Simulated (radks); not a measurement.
Question: Neutral helium, 2 electrons, occupied as 1s1.5 2p0.5 (fractional occupations, a model configuration). Method: Dirac Kohn-Sham, revPBE, spin-unpolarised, spherical densities, point nucleus; open shells fill j = l - 1/2 first; computed with a radial shooting solver on a logarithmic mesh with Libxc functionals. Some entries of the table are withheld. Estimate them.

| orbital | occ. | eigenvalue (eV) | <1/r> (bohr^-1) |
|---|---|---|---|
| 1s1/2 | 1.5 | -24.5291 | (1) |
| 2s1/2 | 0 | (2) | (3) |
| 2p1/2 | 0.5 | (4) | (5) |
| 2p3/2 | 0 | (6) | (7) |

Answer: 
(1) 1s1/2 <1/r> (bohr^-1): 1.819
(2) 2s1/2 eigenvalue (eV): -1.6983
(3) 2s1/2 <1/r> (bohr^-1): 0.2275
(4) 2p1/2 eigenvalue (eV): -0.9105
(5) 2p1/2 <1/r> (bohr^-1): 0.1717
(6) 2p3/2 eigenvalue (eV): -0.9105
(7) 2p3/2 <1/r> (bohr^-1): 0.1717
